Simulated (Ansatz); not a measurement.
H3Al, triplet, at a GFN2-xTB geometry (such geometries of metal compounds can be far from the true shape) (a higher spin typed on purpose: for a closed-shell molecule this is an excited state). Base run: MP2/6-31G* run with Ansatz (a program for electronic structure).

Ansatz was given this input:
Ansatz 0.2 input:
```yaml
crystal:
  periodic: [false, false, false]
  atoms:
    - {symbol: Al, position_ang: [-0.00852086, 0.11601664, 0.09405889]}
    - {symbol: H, position_ang: [0.59235466, -1.44177485, 0.61327871]}
    - {symbol: H, position_ang: [-0.41209475, 1.22776837, -0.98292216]}
    - {symbol: H, position_ang: [-0.06948873, -1.29420984, -0.85312208]}
basis:
  gaussian:
    orbitals: 6-31G*
magnetization: {spin_polarized: true, initial_magnetization: 2}
correlation: {method: mp2}
```

Variants of this job, named by their change:

```
change                                                             ΔE vs base (mEh)  MP2 correlation (Eh)  basis functions
-----------------------------------------------------------------  ----------------  --------------------  ---------------
base                                                                          0.000              -0.04387               25
method = rpa                                                                -33.533                     -               25
electrons = all                                                                 [?]                   [?]               25
method = ccsd                                                                   [?]              -0.04387               25
electrons = outside_noble_gas                                                 0.000              -0.04387               25
reference functional = pbe0                                                     [?]                     -               25
method = ccsd_t                                                             -22.433              -0.04387               25
method = bccd_t                                                             -22.377              -0.04387               25
accuracy = high                                                              -0.003              -0.04387               25
fitting = cc-pVTZ-JKFIT (mean field), cc-pVTZ-RIFIT (correlation)             0.028              -0.04386               25
```

Problem. Fill in the missing entries.

Solution. 
- electrons = all, ΔE vs base (mEh): -8.381
- electrons = all, MP2 correlation (Eh): -0.05225
- method = ccsd, ΔE vs base (mEh): -21.107
- reference functional = pbe0, ΔE vs base (mEh): -1.365
